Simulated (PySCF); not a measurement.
A geometry optimisation on `[HgH]` [radical].

Method: PBE0-D3(BJ)/def2-SVP geometry optimisation, gas phase, def2 core potentials past Kr (PySCF 2.14.0). Start geometry: GFN2-xTB. The input is one job of a driver script: a line of settings, then coordinates in Å.

Input:
```
{"job": {"xc": "PBE0", "basis": "def2-SVP", "d3": "d3bj", "grid": 1, "maxiter": 30, "kind": "geom"}, "charge": 0, "multiplicity": 2}
Hg     1.079140    -0.004046    -0.001455
H     -1.076383     0.005314    -0.012693
```

Output:
```
step   0  E = -154.01727718  max force = 0.009465
step   1  E = -154.02051155  max force = 0.009705
step   2  E = -154.02139976  max force = 0.008405
step   3  E = -154.01658444  max force = 0.038700
step   4  E = -154.02249352  max force = 0.003987
step   5  E = -154.02259066  max force = 0.001733
step   6  E = -154.02262087  max force = 0.000207
step   7  E = -154.02262128  max force = 0.000014
optimisation converged
```

Energies in Eh; «max force» is the largest Cartesian gradient component in Eh/bohr.

Q: At which steps does the energy rise by more than 1e-5 Eh?

A: At step 3 (+4.82 mEh).

Q: Give the first gradient maximum in eV/Å.

A: With 1 Eh/bohr = 51.422 eV/Å, 0.487 eV/Å.

In short: final energy -154.02262 Eh after 7 steps; dipole 0.38 D.

Q: Give the final coordinates.

A: 0.177 Å rms from the input after alignment:
```
atom  x, y, z in Å
Hg1    0.9012    0.0320   -0.0445
H2    -0.8985   -0.0307    0.0304
```

Q: Estimate the wall time. Hardware: an Intel Xeon 6975P-C with one thread, shared host with 192 logical CPUs at a one-minute load of 56. And the peak memory of the process?

A: About 3.3 s, with 0.25 GiB resident at the peak, the Python interpreter and its libraries included.
Labels such as C1 count atoms from 1, the log's own numbers from 0.
